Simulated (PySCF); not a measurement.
# Orbital picture of WN⁻

ωB97X at R = 1.667 Å; basis W def2-TZVPPD with ECP60, N def2-TZVPPD; scalar-relativistic core potentials; PySCF 2.14. State: ³Σ⁻ (triplet), unpaired electrons δ ↑↑. Only the outer orbitals are listed, counted within each symmetry, core potentials removing the inner ones.

| spin | orbital | occ. | ε (eV) | on W (%) | main shells (%) |
| --- | --- | --- | --- | --- | --- |
| α | 4σ | 1 | -15.94 | 21 | 78 N s, 11 W d |
| α | 2π | 1 | -4.94 | 45 | 54 N p, 41 W d |
| α | 2π | 1 | -4.94 | 45 | 54 N p, 41 W d |
| α | 5σ | 1 | -4.87 | 34 | 50 N p, 34 W d, 16 N s |
| α | 6σ | 1 | -2.43 | 105 | 95 W s |
| α | 1δ | 1 | -2.38 | 100 | 100 W d |
| α | 1δ | 1 | -2.38 | 100 | 100 W d |
| α | 3π | 0 | 4.37 | 94 | 83 W p, 11 W d |
| α | 3π | 0 | 4.37 | 94 | 83 W p, 11 W d |
| β | 1π | 1 | -39.56 | 99 | 100 W p |
| β | 1π | 1 | -39.56 | 99 | 100 W p |
| β | 4σ | 1 | -16.27 | 20 | 80 N s, 10 W d |
| β | 2π | 1 | -4.91 | 35 | 64 N p, 31 W d |
| β | 2π | 1 | -4.91 | 35 | 64 N p, 31 W d |
| β | 5σ | 1 | -4.86 | 29 | 56 N p, 26 W d, 15 N s |
| β | 6σ | 1 | -1.74 | 108 | 96 W s |
| β | 3π | 0 | 4.53 | 95 | 86 W p, 10 W d |
| β | 3π | 0 | 4.53 | 95 | 86 W p, 10 W d |

Question: Which are the highest filled and the lowest empty level, where do they sit, and how wide is the gap?

Answer: Highest filled β 6σ at -1.74 eV (in %: 96 W s); lowest empty α 3π at 4.37 eV (in %: 83 W p, 11 W d); the gap at ωB97X is 6.11 eV. An empty level above zero is unbound, and its energy depends on the basis.

The bond order (Mayer) is 2.69 and the ⟨S²⟩ is 2.045. The charge on W (Mulliken, basis-dependent) is -0.64, the charge on W (Löwdin, basis-dependent) is -0.42 and the dipole moment (positive dipole points towards N; it is taken about the centre of mass and depends on that origin) is -2.61 D.

Shares are Mulliken populations and can fall outside 0 to 100 %.

Spin–orbit coupling is left out. With d or f electrons several states lie close, and the lowest PBE0 determinant need not be the measured ground state.
